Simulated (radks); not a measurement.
Radial electron density D(r) = 4 pi r^2 rho(r) of an atom or ion with 59 electrons. Method: scalar-relativistic Kohn-Sham, PBE, spin-polarised, spherical densities, finite nucleus; Fermi nuclear charge, rms radius of each element as measured or else 0.836 A^(1/3) + 0.57 fm; computed with a radial shooting solver on a logarithmic mesh with Libxc functionals.

```
   r/bohr * D(r) (the largest magnitude, 121, reaches the edge; | marks zero)
0.0009653 | *
 0.001267 |   *
 0.001663 |    *
 0.002183 |       *
 0.002865 |           *
 0.003761 |                *
 0.004936 |                      *
 0.006531 |                             *
 0.008573 |                                   *
  0.01125 |                                       *
  0.01477 |                                         *
  0.01939 |                                      *
  0.02545 |                                    *
   0.0334 |                                      *
  0.04384 |                                              *
  0.05755 |                                                      *
  0.07554 |                                                    *
  0.09915 |                                           *
   0.1301 |                                           *
   0.1708 |                                                 *
   0.2242 |                                        *
   0.2943 |                        *
   0.3863 |                       *
   0.5111 |                          *
   0.6709 |                 *
   0.8806 |       *
    1.156 |   *
    1.517 |*
    1.991 *
    2.614 *
    3.431 *
```

What is the nuclear charge?

Answer. Z = 68. The innermost maximum, from 1s, lies near gamma/Z bohr with gamma = sqrt(1 - (Z/c)^2) = 0.868, here 0.0128 bohr (found: 0.0140), and its height grows with Z. The density is that of the erbium ion Er9+ in [Kr] 4d10 4f10 5s2 5p1; the configuration itself is not fixed sharply by these data, and Z only to a few units. D(r) has 4 maxima, at r = 0.0140, 0.0628, 0.175, 0.476 bohr, and minima at 0.0269, 0.115, 0.337 bohr, inside which lie 1.93, 11.14, 29.56 electrons.
